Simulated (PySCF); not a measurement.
Radiative rates from a computed spectrum

Species: H9NSi3.
Cartesian coordinates in Å at the GFN2-xTB level; atoms count from 1:
```
atom  x, y, z in Å
Si1    0.2906    1.6502    0.5486
N2     0.0274    0.0360   -0.0579
Si3   -1.6019   -0.5075   -0.3616
Si4    1.3152   -1.1364    0.0429
H5    -0.6721    2.5316   -0.1087
H6     0.1012    1.6894    2.0035
H7     1.6606    2.0302    0.2102
H8    -2.3484    0.6195   -0.9165
H9    -1.5289   -1.6065   -1.3219
H10   -2.2301   -0.9659    0.8830
H11    1.3556   -1.7398    1.3801
H12    1.0573   -2.1622   -0.9652
H13    2.5691   -0.4383   -0.2327
```

The calculation used TDDFT PBE0/def2-SVPD, vertical, gas phase, core orbitals frozen in the response (PySCF).

Computed singlets with f of 0.002 or more:

```
state  λ (nm)       f
   S4   175.6   0.061
   S6   165.2  0.0031
   S7   165.2  0.0031
```

Problem. Turn these into Einstein A coefficients, radiative lifetimes, transition dipoles and integrated cross-sections.

Solution. Relations used (vacuum, state to state): A = 0.6670 f ν̃² s⁻¹ (ν̃ in cm⁻¹); τ = 1/A; f = (2/3) ΔE |μ|² in atomic units; ∫σ dE = 109.76 f Mb·eV.

| state | A (s⁻¹) | τ | \|μ\| (D) | ∫σ dE (Mb·eV) |
| --- | --- | --- | --- | --- |
| S4 | 1.3×10⁸ | 7.5 ns | 1.51 | 6.7 |
| S6 | 7.6×10⁶ | 130 ns | 0.33 | 0.34 |
| S7 | 7.6×10⁶ | 130 ns | 0.33 | 0.34 |

Leading configurations: S4 H→L+1 (98%); S6 H→L+4 (87%); S7 H→L+5 (87%) (H = HOMO, L = LUMO).

States that coincide in energy are taken one by one. These lifetimes count emission to the ground state at the vertical energy alone; relaxation of the geometry and all other decay channels are left out.

Problem. By what factor does the largest A in the list exceed the smallest?

Solution. S4 has 18 times the rate of S6.

Problem. How much energy does a mole of photons resonant with S4 carry?

Solution. 7.059 eV × 96.485 = 681 kJ/mol (163 kcal/mol).

Problem. Which computed singlets stay under f = 0.002?

Solution. S1 (5.86 eV, f 0.0004), S2 (6.85 eV, f 0.0019), S3 (6.85 eV, f 0.0019), S5 (7.47 eV, f 0.0000) and S8 (7.75 eV, f 0.0000).

Time: 17 s wall. Hardware: one thread, Arm Neoverse V1, shared host.
